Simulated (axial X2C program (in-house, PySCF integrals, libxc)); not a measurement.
**KNi⁺ at several levels of theory**

Computed with an in-house all-electron X2C program for linear molecules (integrals from PySCF). Spin-free means the one-electron spin-free X2C Hamiltonian; two-component (2c) means X2C with spin–orbit coupling and atomic mean-field two-electron Coulomb and Gaunt terms, so the difference of the two also holds small scalar two-electron terms. Basis: Ni dyall-v3z [9s9p6d3f2g], K dyall-v3z [11s12p4d2f] (cores contracted in-house); Gaussian nuclei, density fitting, unrestricted open shells. Masses: Ni 57.935 u, K 38.964 u.

State, spin-free: M_S = 1, Λ = 0 (beyond evenly filled blocks: 2 × σα); electrons by block: σα: 12, σβ: 10, π+α: 5, π+β: 5, π-α: 5, π-β: 5, δ+α: 1, δ+β: 1, δ-α: 1, δ-β: 1. Fragments: Ni + K+.

State, 2c: Ω = 3 (⟨Sz⟩ = 1.00, ⟨Lz⟩ = 2.00 at PBE0); electrons by block: 1/2: 17, -1/2: 16, 3/2: 6, -3/2: 6, 5/2: 1. Fragments: Ni + K+.

```
Hamiltonian  level  Re (Å)  ωe (cm⁻¹)  ωexe (cm⁻¹)  Be (cm⁻¹)  αe (cm⁻¹)  De (eV)  k (mdyn/Å)  μ (D)
  spin-free   PBE0   3.595       69.0        0.503    0.05599   0.000562    0.238      0.0653   7.53
  spin-free     HF   3.876       68.0         0.46    0.04816   0.000396    0.273      0.0635   7.47
  spin-free    MP2   3.530       77.6        0.624    0.05809   0.000541    0.237      0.0826    n/a
  spin-free  PBE50   3.638       70.4        0.508    0.05467   0.000507    0.252      0.0681   7.42
  spin-free   BLYP   3.607       64.6        0.506    0.05561   0.000615    0.207      0.0572   7.84
         2c   PBE0   3.431       89.5        0.664    0.06146   0.000516      n/a        0.11   7.05
         2c     HF   3.691       74.0          0.5    0.05311   0.000478      n/a      0.0751   7.57
         2c    MP2   3.355       97.8        0.767    0.06431   0.000594      n/a       0.131    n/a
         2c  PBE50   3.445       87.6        0.586    0.06099   0.000559      n/a       0.105   7.05
         2c   BLYP   3.456       85.2        0.645     0.0606   0.000581      n/a      0.0997   7.19
```

Correlated methods: 18 electrons correlated (number of frozen shells: Ni 3 s, 2 p; K 2 s, 1 p), 294 virtual spin orbitals or spinors in MP2.

Dipoles are positive if K is the positive end and refer to the centre of mass.

Occupations by symmetry block were frozen at the best pattern of an incomplete PBE0 search. De is counted from the lowest determinant-based energies of the atoms at the same level, without counterpoise correction. De is not given where an atomic determinant may have missed its ground term or J level, or where the truncated virtual space spoils (T). Density functionals use the spin component along the axis (collinear). PBE0 can misorder states that lie within some tenths of an eV, so this need not be the ground state of the molecule. The nearest other spin-free determinant of the search, M_S = 1, Λ = 1, lies 0.04 eV up at the distance of the search. The functionals have no current-density term, which raises determinants with orbital currents, atoms included. With several unpaired electrons one determinant need not be a pure state. A state of lower Ω lies just above, and one determinant can place such states too high, so the state shown need not be the lowest. The search has Ω = 1 only 0.00 eV up. At some level and bond length an empty orbital lies below a filled one.

The spin-free and the 2c determinant differ in configuration, so the two halves of the table describe two states.

Rough cost a point (2c) on 1 thread(s) of a shared host, integrals apart: PBE0 1.2 s, HF 0.8 s, PBE50 1.2 s, BLYP 0.6 s.
